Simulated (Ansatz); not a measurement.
`[OH][InH][CH2][SiH3]` + H₂ → `[OH][InH2]` + `C[SiH3]` at 400 K and 1 bar (hydrogenolysis of the In–C bond).

Isolated molecules relaxed with PBE0-D4/def2-TZVP in Ansatz; ΔE leaves out vibrations. CCSD(T)/CBS adds triple-zeta CCSD(T) − MP2 to the extrapolated MP2 energy (def2 sets, frozen cores). This one scheme is used for every species. def2 core potentials past Kr. For In outer-core shells are correlated without core-valence functions, which leaves a few kJ/mol of doubt a bond. One conformer a species, not always the lowest.

```csv
species,CCSD(T)/CBS energy (Eh),H − E (kJ/mol),S (J/(mol·K))
`[OH][InH][CH2][SiH3]`,-596.33796,221.5,420.5
H₂,-1.17544,38.0,139.0
`[OH][InH2]`,-266.78179,85.2,295.5
`C[SiH3]`,-330.73916,180.9,277.1
```

H − E and S are ideal-gas, rigid-rotor, harmonic terms from PBE0-D4/def2-TZVP, for one conformer and one mirror image of each species. The MP2-based limit puts H₂ 0.8 mEh under its directly extrapolated value; such offsets cancel only in part. 1 Eh = 2625.50 kJ/mol, R = 8.31446 J/(mol·K).

Problem. By hand: ΔE, ΔH, ΔS and ΔG.

Solution. ΔE = (-266.78179) + (-330.73916) − (-596.33796) − (-1.17544) = -0.00755 Eh = -19.8 kJ/mol. Δ(H − E) = 85.2 + 180.9 − 221.5 − 38.0 = 6.6, so ΔH = -13.2 kJ/mol. ΔS = 295.5 + 277.1 − 420.5 − 139.0 = 13.1 J/(mol·K). ΔG = -13.2 − 400 × (13.1)/1000 = -18.4 kJ/mol.

Problem. By hand: the equilibrium constant, and the temperature at which ΔG would vanish if ΔH and ΔS stayed fixed.

Solution. log₁₀ K = −ΔG/(RT ln 10) = 2.4. ΔH and −TΔS have one sign here, so there is no such temperature.

TΔS isn't small against ΔH here. A doubt of 5 kJ/mol in ΔE shifts log₁₀ K by 0.7 here. Other conformers and mirror images would add mixing entropy, several J/(mol·K) or more a flexible species. Modes under 60 cm⁻¹, often nearly free rotors, make the harmonic entropy too high. These are equilibria of isolated gas molecules and say nothing of rates. Largest T1 diagnostic: 0.017 (customary marks: 0.02 for closed shells, 0.045 for open ones).
